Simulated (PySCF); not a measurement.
Species: C2H7FSSi.
Z-matrix (Å and degrees, GFN2-xTB geometry), rows numbered from 1:
```
C 
S   1  1.8201
Si  2  2.1396  1   99.27
C   3  1.9066  2  104.98  1  -179.58
F   4  1.3790  3  109.38  2   179.83
H   1  1.0849  2  109.63  3    60.87
H   1  1.0845  2  106.82  3  -179.94
H   1  1.0849  2  109.68  3   -60.66
H   3  1.4612  2  109.30  1   -60.69
H   3  1.4613  2  109.45  1    61.37
H   4  1.0928  3  112.81  2    61.43
H   4  1.0927  3  112.82  2   -61.78
```

Level of theory: delta-SCF UKS SCAN, pcX-2 on the ionised atom, pcseg-1 elsewhere, spin-free X2C (PySCF 2.14.0). Every row has its own mixed basis.

```
ionised atom  basis functions  E(ground) (Eh)  binding energy (eV)
          C1              144      -869.54707              291.500
          C4              144      -869.55020              292.611
          F5              144      -869.59508              692.401
         Si3              155      -869.60068             1846.836
          S2              155      -869.68086             2476.724
```

Task: Fill in the total energy of each core-ionised state.

Result: With binding energy = E(ionised) − E(ground) and 27.2114 eV a hartree:

```tsv
atom	binding energy (Eh)	E(ionised) (Eh)
C1	10.7124	-858.8346
C4	10.7533	-858.7969
F5	25.4453	-844.1498
Si3	67.8700	-801.7307
S2	91.0179	-778.6629
```

Task: How much do the ground-state energies differ, and what would follow from using one of them for all holes?

Result: They run from -869.6809 Eh (core basis on S2) to -869.5471 Eh (on C1), 0.1338 Eh or 3.64 eV apart, for one and the same state in different bases and grids. Pairing the ion of C1 with the ground state of S2 would put its binding energy 3.64 eV too high.

The listed C 1s values span 1.11 eV, from C1 (bonded to S and 3 H) to C4 (bonded to F, 2 H and Si). Summing the Pauling electronegativity differences to the bonded atoms, each weighted by its formal bond order, gives -1.02 for the lowest site and +0.08 for the highest.

Only 1s holes are shown. Geometry: GFN2-xTB, one conformer, isolated molecule.
